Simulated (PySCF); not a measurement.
# How methods differ on the ionisation energy of Gd⁵³⁺

Gd⁵³⁺ [Ne] 3s1 [3s1/2^1, M_J = 1/2] → Gd⁵⁴⁺ [Ne], as a difference of total energies. Computed with PySCF 2.14 in an uncontracted even-tempered set (18 s from 15 bohr⁻², ratio 2.4; 14 p from 19 bohr⁻², ratio 2.4; 4 d from 61 bohr⁻², ratio 2.6; 4 f from 91 bohr⁻², ratio 2.6), with the two-component X2C-1e Hamiltonian. Correlated levels: 1s2 frozen; the 54 highest virtual spinors dropped. "Screened" scales the spin-orbit matrix elements by Boettger's factors to mimic the two-electron term; Breit and QED terms are absent.

```json
{"method": "GHF (spin-free)", "ionisation energy (eV)": "5028.4"}
{"method": "GMP2 (spin-free)", "ionisation energy (eV)": "5029.2"}
{"method": "GHF (screened spin-orbit)", "ionisation energy (eV)": "5028.1"}
{"method": "GMP2 (screened spin-orbit)", "ionisation energy (eV)": "5028.9"}
```

Breit and QED terms and the two-electron picture change are absent.

For comparison: 5025 ± 5 eV (theoretical estimate listed by NIST; NIST Atomic Spectra Database, ionization energies).
